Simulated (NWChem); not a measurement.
# ZnNH₃; SMILES [ZnH][NH2]

Program: NWChem. Geometry: optimised at PBE0/def2-SVP. Ions are spin-unrestricted doublets at the neutral geometry; other ion states weren't tried. Functional: LC-ωPBE (HJS hole) with def2-SVP; rows give the range parameter ω in 1/bohr.

For range parameter (1/bohr) 0.20:

| Item | Value |
|---|---|
| −ε(HOMO) (eV) | 7.49 |

Problem. How do the values read with range parameter (1/bohr) 0.80 instead?

Solution. −ε(HOMO) (eV): 10.40
